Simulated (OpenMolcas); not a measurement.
# Levels of O⁺ by method

```
Program             : OpenMolcas 26.06
Basis               : ANO-RCC-VDZP [3s2p1d]
Scalar Hamiltonian  : DKH2, point nucleus
Active space        : 3 electrons in 3 orbitals (2p)
State averaging     : 2S+1 = 4 odd, 1 root; 2S+1 = 2 odd, 8 roots
Spin-orbit coupling : state interaction with AMFI integrals over the reference wave functions, term energies averaged over their components
```

Methods on the same reference wave functions:
A. CASSCF
B. SS-CASPT2, IPEA 0.25 Eh, imaginary shift 0.1 Eh (closed shells correlated: 1s 2s)

Energies in cm⁻¹ above 2s² 2p³ ⁴S°_3/2, the measured ground level; measured values from NIST Handbook of Basic Atomic Spectroscopic Data.

```
          Level      A      B  Measured
2s² 2p³ ⁴S°_3/2    0.0    0.0       0.0
2s² 2p³ ²D°_3/2  30461  29370     26831
2s² 2p³ ²D°_5/2  30463  29370     26811
2s² 2p³ ²P°_1/2  50488  45740     40470
2s² 2p³ ²P°_3/2  50491  45750     40468
```

Deviations, from unrounded energies. A percentage is the sum of absolute deviations over the sum of measured energies, with the sign that they share, or ± where signs differ.

```tsv
Against measurement	Levels	A	B
mean absolute deviation (cm-1)	4	6800	3900
other terms of the ground configuration (%)	4	+20.3	+11.6
```

B lies closest to measurement on these levels. The largest miss of B in the table is 2s² 2p³ ²P°_3/2, by +5300 cm-1. The ranking rests on the paired levels alone, and a cruder setting can come out closer through cancelling errors.

From A to B the spin-free energies of the other terms of 2s² 2p³ shown, above ⁴S°, scale by factors of 0.91 to 0.96.

The lowest spin-free term lies below A's lowest term by 0.076 hartree in B.

CASPT2 breaks the degeneracy within a term, and the mean is taken; among the terms shown or strongly mixed into the levels shown the widest spread is 170 cm-1 (2s² 2p³ ²D°, B). With the s shell closed, the reference lacks s² → p² mixing. Without dynamic correlation excited terms often stand tens of per cent too high (terms of higher spin than the ground term too low), and those without a measured partner can miss by more than the paired ones (holds for A). Measured partners are found by configuration, term and J. A level has none where our copy of the source lacks it or the pairing is in doubt (some pairs that miss far off the trend of their configuration count as doubtful), and it then counts in no deviation. Only configurations of the active space appear.

° marks odd parity.
